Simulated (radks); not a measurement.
Results of a calculation; reference values are marked as such.
Ir, configuration [Xe] 4f14 5d7 6s1 6f1 (not the ground configuration). Level of theory: Dirac Kohn-Sham, PBEsol, spin-unpolarised, spherical densities, point nucleus; open shells fill j = l - 1/2 first (a radial shooting solver on a logarithmic mesh with Libxc functionals). Some entries of the table are withheld. Estimate them.

orbital  occ.  eigenvalue (eV)  <r> (bohr)  r(max) (bohr)
1s1/2       2        -76000.80     0.01744        0.01082
2s1/2       2        -13290.85     0.07296            (1)
2p1/2       2        -12731.54     0.06018        0.04621
2p3/2       4        -11104.64     0.06849        0.05337
3s1/2       2        -3113.359      0.1900         0.1759
3p1/2       2        -2862.978         (2)         0.1644
3p3/2       4        -2506.792         (3)         0.1790
3d3/2       4        -2088.952      0.1705         0.1397
3d5/2       6        -2011.969      0.1752         0.1437
4s1/2       2        -669.1771      0.4233         0.3977
4p1/2       2        -563.6121      0.4267         0.3965
4p3/2       4        -479.2747      0.4606         0.4269
4d3/2       4        -306.3169      0.4720         0.4212
4d5/2       6        -290.6641      0.4833         0.4306
5s1/2       2        -104.6916      0.9789         0.8915
5p1/2       2         -71.5461         (4)         0.9471
4f5/2       6              (5)      0.5316         0.3925
4f7/2       8              (6)      0.5393         0.3972
5p3/2       4         -57.9411         (7)          1.029
5d3/2       4         -14.8184       1.638          1.278
5d5/2       3         -13.5570       1.703          1.319
6s1/2       1         -12.3990       2.698          2.326
6f5/2       1          -0.3596       29.54          32.94
6f7/2       0          -0.3596       29.54          32.94

Answer. 
(1) 2s1/2 r(max) (bohr): 0.06251
(2) 3p1/2 <r> (bohr): 0.1801
(3) 3p3/2 <r> (bohr): 0.1954
(4) 5p1/2 <r> (bohr): 1.065
(5) 4f5/2 eigenvalue (eV): -70.6283
(6) 4f7/2 eigenvalue (eV): -67.5085
(7) 5p3/2 <r> (bohr): 1.165
